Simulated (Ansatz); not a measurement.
This geometry of AlH5N2S (9 atoms, charge 0, multiplicity 1) is a first-order saddle point.

Theory: Ansatz 0.2.0, RKS r2SCAN/STO-3G.

```xyz
9
Properties=species:S:1:pos:R:3
N 0.040 1.371 -0.862
Al -0.023 -0.165 0.102
N 1.475 -0.958 0.404
S -1.746 -1.095 0.900
H -0.625 1.275 -1.679
H -0.450 2.128 -0.310
H 2.395 -0.620 0.076
H 1.610 -1.836 0.933
H -2.589 -0.147 0.418
```

Which two structures does it join? (They come from a converged band through this point; their orientation in space is the band's.)

No bond is made or broken. The dihedral H6–N1–Al2–S4 goes from -1 to -180°. The two ends are copies of one structure, up to a mirror image or an exchange of like atoms.

Image 0:

```xyz
9
Properties=species:S:1:pos:R:3
N -0.185 1.262 -0.754
Al -0.093 -0.176 0.210
N 1.212 -1.276 -0.080
S -1.523 -0.594 1.706
H 0.469 1.511 -1.514
H -0.917 1.988 -0.696
H 1.961 -1.148 -0.779
H 1.384 -2.155 0.434
H -2.220 0.542 1.455
```

Image 8:

```xyz
9
Properties=species:S:1:pos:R:3
N -0.192 1.256 -0.761
Al -0.093 -0.177 0.209
N 1.220 -1.271 -0.072
S -1.526 -0.597 1.700
H -0.923 1.983 -0.700
H 0.472 1.517 -1.508
H 1.967 -1.143 -0.773
H 1.391 -2.150 0.441
H -2.227 0.536 1.446
```

How far does it lie above each of them?

23.3 kJ/mol above the first and 23.3 kJ/mol above the second. This is the barrier of this one path; another mechanism may lie lower. Limits of this set-up: minimal basis.

Run time: 3.8 min on 1 thread of Intel(R) Xeon(R) Processor @ 2.70GHz, with other jobs on the host, peak memory 0.12 GiB.
